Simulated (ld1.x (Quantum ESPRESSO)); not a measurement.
**antimony: excitation energies, all-electron against PAW**

antimony, PAW, made with ld1.x (Quantum ESPRESSO) 7.5 (PBEsol, scalar-relativistic). Core [Kr] 4d10, reference 5s2 5p3. Waves: 5s (bound): rcut 2.05, rcutus 2.25 bohr; 5s channel at 2.95 Ry: rcut 2.05, rcutus 2.25 bohr; 5p (bound): rcut 2.40, rcutus 2.80 bohr; 5p channel at 2.15 Ry: rcut 2.40, rcutus 2.80 bohr. Local part: all-electron potential smoothed inside 1.70 bohr (lloc = -2). Core correction: Bessel-smoothed model core inside 1.45 bohr. Augmentation charge: PSQ, radius 1.65 bohr.

Energies are relative to the spin-unpolarised reference configuration 5s2 5p3; without spin polarisation the order of configurations can differ from experiment.

```
valence configuration  charge  ΔE all-electron (eV)  error AE − PS (meV)
              5s2 5p2      +1                 8.344                 -7.7
              5s2 5p0      +3                48.800                 -194
              5s1 5p0      +4                93.133                 -678
              5s1 5p3      +1                17.108                  -33
              5s0 5p5       0                16.494                  -42
```

(1) What are ΔE and the potential's error for 5s2 5p1?

(2) What are ΔE and the potential's error for 5s2 5p2.5?

## Answers

(1) ΔE = 24.356 eV all-electron; the error (AE − PS) is -52 meV.

(2) ΔE = 3.273 eV all-electron; the error (AE − PS) is -1.7 meV.
